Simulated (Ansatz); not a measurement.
ScO₃, relaxed as a quartet with UKS r2SCAN-D4/def2-TZVP in Ansatz, starting from the r2SCAN-D4/def2-TZVP geometry of the neutral doublet. Force threshold 0.02 eV/Å.

The structure holds one bond between oxygen atoms, so isomers without such links may lie far lower. At r2SCAN-D4/def2-TZVP a doublet of charge 0 lies 2.66 eV below the quartet, each at its own geometry. The structure comes from a short search, and lower isomers may exist.

Start:

```xyz
4

Sc   -0.6293    0.6115    0.0148
O     0.7814   -0.5344    1.0493
O    -0.1295    1.2792   -1.4461
O    -0.0226   -1.3563    0.3820
```

Question: Estimate the energy that the relaxation releases and the steps that it takes.

Answer: 73.9 kJ/mol, in 13 steps; 47 s on 4 threads of Arm Neoverse V1 on a shared host. No frequencies were taken in this run, so the end may be a saddle point.

Question: Does the start keep its bonding and symmetry?

Answer: By distances, no bond broke or formed. The bond that changes most is Sc1–O4, from 2.09 to 2.20 Å (atoms count from 1). Point group Cs at the start, Cs at the end, both within 0.05 Å.

Question: Predict the relaxed structure.

Answer: 
Cartesian coordinates in Å:
```
Sc -0.233 1.022 0.277
O 0.341 -0.775 1.234
O -0.391 0.853 -1.500
O 0.283 -1.100 -0.011
```
Bond lengths: 3 × O–Sc 1.79 to 2.20 Å; 1 × O–O 1.29 Å.
